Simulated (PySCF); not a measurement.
Excitations are Tamm–Dancoff values on a coarser integration grid. The basis has no diffuse functions, so Rydberg states are missing or too high.

Cartesian coordinates (Å):
SMILES: [F][GeH2][GeH2][GeH2][GeH2][F]
```xyz
14

F     -3.5317     0.2521     1.8482
Ge    -3.0438     0.4423     0.1578
Ge    -0.6475     0.8859     0.1131
Ge     0.1378     1.1211    -2.1912
Ge     2.5184     1.6439    -2.2143
F      3.0291     1.8075    -3.9006
H     -3.8794     1.6275    -0.4013
H     -3.4173    -0.8893    -0.5512
H     -0.3463     2.1919     0.8968
H      0.1114    -0.2812     0.7999
H     -0.1164    -0.2017    -2.9627
H     -0.6518     2.2576    -2.8949
H      2.8330     3.0056    -1.5344
H      3.3842     0.5035    -1.6101
```
Charge 0, spin multiplicity 1.

**Question.** Estimate the S1 excitation (TDA), HOMO–LUMO gap and brightest of the four lowest singlets (TDA) that PySCF 2.14.0 with PBE-D3(BJ)/def2-TZVP // PBE-D3(BJ)/def2-SVP returns for this input.

**Answer.** 
```json
{
  "S1 excitation (TDA)": "5.29 eV",
  "HOMO–LUMO gap": "4.68 eV",
  "brightest of the four lowest singlets (TDA)": "5.29 eV"
}
```
